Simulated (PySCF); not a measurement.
# Worked example: entropy of an ideal gas

CH3ISe, SMILES C[Se]I.

Coordinates come from a PBE0-D3(BJ)/def2-SVP optimisation. The def2 effective core potentials stand for the cores of I; spin–orbit coupling is left out.

PBE0-D3(BJ)/def2-SVP run with PySCF gives the harmonic wavenumbers 163, 169, 255, 610, 904, 917, 1292, 1418, 1445, 3067, 3185, 3210 cm⁻¹ and the rotational temperatures 0.4958, 0.0653, 0.0581 K. The molar mass is 220.91 g/mol, the symmetry number 1, the spin multiplicity 1.

Question: Work out the entropy at 298.15 K and 1 atm in the rigid-rotor, harmonic-oscillator model.

Answer: 
Translation (Sackur–Tetrode at 1 atm): S = R[1.5 ln M + 2.5 ln T − 1.16487] = 176.1 J/(mol K).
Rotation: q = (√π/σ) T^1.5/√(θA θB θC) = 210000, S = R[ln q + 3/2] = 114.4 J/(mol K).
Vibration: with u = 1.4388 ν/T, each mode gives R[u/(e^u − 1) − ln(1 − e^−u)]:
| ν (cm⁻¹) | modes | u | S (J/(mol K)) |
|---|---|---|---|
| 163 | 1 | 0.79 | 10.52 |
| 169 | 1 | 0.82 | 10.24 |
| 255 | 1 | 1.23 | 7.10 |
| 610 | 1 | 2.94 | 1.81 |
| 904 | 1 | 4.36 | 0.58 |
| 917 | 1 | 4.43 | 0.55 |
| 1292 | 1 | 6.23 | 0.12 |
| 1418 | 1 | 6.84 | 0.07 |
| 1445 | 1 | 6.97 | 0.06 |
The stiffer modes add less than 0.005 each. Sum 31.0 J/(mol K).
Spin: R ln 1 = 0.0 J/(mol K).
Total 321.5 J/(mol K); the program's own thermochemistry gives 321.5. Translation makes up 55 % and vibration 10 %. Anharmonicity, hindered rotation and orbital degeneracy are left out.
